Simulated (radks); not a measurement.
Task: Species: Co2+. Configuration: [Ar] 3d7. All-electron calculation, non-relativistic Kohn-Sham, TASK exchange with Perdew-Wang LDA correlation, spin-polarised, spherical densities, point nucleus; open shells are filled with parallel spins first; meta-GGA in the generalised Kohn-Sham scheme. Program: a radial shooting solver on a logarithmic mesh with Libxc functionals. Some entries of the table are withheld. Estimate them.

| orbital | occ. | eigenvalue (Ry) | <r> (bohr) |
|---|---|---|---|
| 1s down | 1 | -555.6798 | 0.05700 |
| 1s up | 1 | -555.6768 | 0.05700 |
| 2s up | 1 | -67.10711 | 0.2592 |
| 2s down | 1 | -66.90943 | 0.2586 |
| 2p up | 3 | -58.38312 | 0.2266 |
| 2p down | 3 | -58.24254 | 0.2260 |
| 3s up | 1 | (1) | 0.7868 |
| 3s down | 1 | (2) | 0.7905 |
| 3p up | 3 | -6.50632 | (3) |
| 3p down | 3 | -6.17107 | (4) |
| 3d up | 5 | -2.11010 | 0.9776 |
| 3d down | 2 | -1.76122 | 1.020 |

Result: 
(1) 3s up eigenvalue (Ry): -9.15868
(2) 3s down eigenvalue (Ry): -8.83282
(3) 3p up <r> (bohr): 0.8217
(4) 3p down <r> (bohr): 0.8270
